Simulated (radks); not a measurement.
Isoelectronic series with 10 electrons, each ion in its NIST ground configuration. Method: Dirac Kohn-Sham, PBE, spin-unpolarised, spherical densities, point nucleus; computed with a radial shooting solver on a logarithmic mesh with Libxc functionals. Total energies (hartree) and orbital eigenvalues (hartree):

| ion | configuration | E (hartree) | 2p3/2 | 2p1/2 | 2s1/2 |
|---|---|---|---|---|---|
| Ne | [Ne] | -129.01350 | -0.48870 | -0.49250 | -1.33781 |
| Al3+ | [Ne] | -240.72144 | -3.82118 | -3.83761 | -5.24173 |
| S6+ | [Ne] | -388.89484 | -9.47068 | -9.51830 | -11.49642 |
| K9+ | [Ne] | -573.66524 | -17.39150 | -17.50170 | -20.06169 |
| Ti12+ | [Ne] | -795.26284 | -27.57434 | -27.79486 | -30.94391 |
| Mn15+ | [Ne] | -1053.98166 | -40.01755 | -40.41620 | -44.16216 |
| Ni18+ | [Ne] | -1350.17409 | -54.72258 | -55.39116 | -59.74294 |
| Ga21+ | [Ne] | -1684.25106 | -71.69267 | -72.75108 | -77.71889 |
| Se24+ | [Ne] | -2056.68442 | -90.93234 | -92.53301 | -98.12848 |
| Rb27+ | [Ne] | -2468.01025 | -112.4472 | -114.7798 | -121.0161 |
| Zr30+ | [Ne] | -2918.83328 | -136.2437 | -139.5406 | -146.4325 |
| Tc33+ | [Ne] | -3409.83205 | -162.3293 | -166.8708 | -174.4350 |
| Pd36+ | [Ne] | -3941.76504 | -190.7125 | -196.8331 | -205.0882 |
| In39+ | [Ne] | -4515.47794 | -221.4024 | -229.4978 | -238.4644 |
| Te42+ | [Ne] | -5131.91204 | -254.4091 | -264.9437 | -274.6449 |
| Cs45+ | [Ne] | -5792.1142 | -289.7435 | -303.2589 | -313.7202 |
| Ce48+ | [Ne] | -6497.2483 | -327.4175 | -344.5418 | -355.7918 |
| Pm51+ | [Ne] | -7248.6093 | -367.4438 | -388.9026 | -400.9728 |
| Gd54+ | [Ne] | -8047.6393 | -409.8361 | -436.4645 | -449.3901 |
| Ho57+ | [Ne] | -8895.9466 | -454.6087 | -487.3655 | -501.1856 |
| Yb60+ | [Ne] | -9795.3294 | -501.7772 | -541.7605 | -556.5190 |
| Ta63+ | [Ne] | -10747.8033 | -551.3578 | -599.8240 | -615.5697 |
| Os66+ | [Ne] | -11755.6349 | -603.3678 | -661.7529 | -678.5409 |
